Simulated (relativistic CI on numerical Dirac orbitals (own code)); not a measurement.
One change at a time: Sm XLVI

Base calculation: Dirac-Coulomb-Breit CI, KLI orbitals optimised for each configuration, a model potential for QED, unscaled Slater integrals.

Configurations in the expansion (outside the closed core [Ne]): 3s²3p⁵, 3s3p⁶, 3s²3p⁴3d, 3s3p⁵3d, 3p⁶3d, 3s3p⁴3d², 3s²3p³3d4p, 3p⁶4s, 3s3p⁴3d4s, 3s²3p⁴4s, 3p⁶4p, 3s²3p⁴4p, 3s²3p³3d², 3s²3p²3d³, 3s3p³3d³, 3s²3p²3d²4s, 3s²3p²3d²4p. Double excitations out of closed p, d and f shells are left out; levels of such configurations are missing from the list, as are those of other unlisted configurations, and high levels can miss mixing partners.

Variants: (1) P86 correlation estimate; (2) non-relativistic limit; (3) one mean potential for all configurations. Shifts of the energy above 3s²3p⁵ ²P°3/2, in eV, for the lowest level and the first level of each name with at least 55 % of one term (blank where a level changes its place among those of its configuration and J or its character, or is not in the variant):

| Level | Base | Δ(1) | Δ(2) | Δ(3) |
| --- | --- | --- | --- | --- |
| 3s²3p⁵ ²P°3/2 | 0.000 | 0.000 | 0.000 | 0.000 |
| 3s²3p⁵ ²P°1/2 | 149.308 | +0.003 | -149.308 | +0.012 |
| 3s²3p⁴3d ²D3/2 | 210.199 | +0.428 |  | -0.055 |
| 3s²3p⁴3d ⁴F9/2 | 225.359 | +0.427 | -43.596 | -0.062 |
| 3s3p⁶ ²S1/2 | 299.427 | +0.306 | -176.832 | +0.057 |
| 3s²3p⁴3d ⁴D1/2 | 327.316 | +0.428 |  | -0.054 |
| 3s²3p⁴3d ²G7/2 | 345.029 | +0.429 | -153.290 | -0.056 |
| 3s²3p⁴3d ²G9/2 | 378.016 | +0.429 | -186.278 | -0.062 |
| 3s3p⁵3d ⁴P°1/2 | 470.503 | +0.684 | -180.318 | +0.082 |

At this charge energies of transitions that change n are usually good to better than 1 %, and those within a shell (Δn = 0) to a few per cent.

Ionisation energy from the two ground configurations alone: base 3765.81 eV; P86 correlation estimate 3767.87 eV. The NIST ASD value (theoretical) is 3766 eV.

LS names give the leading component of a level, which can be under half, so a name can repeat, a term be missing and a line seem to break the LS rules.
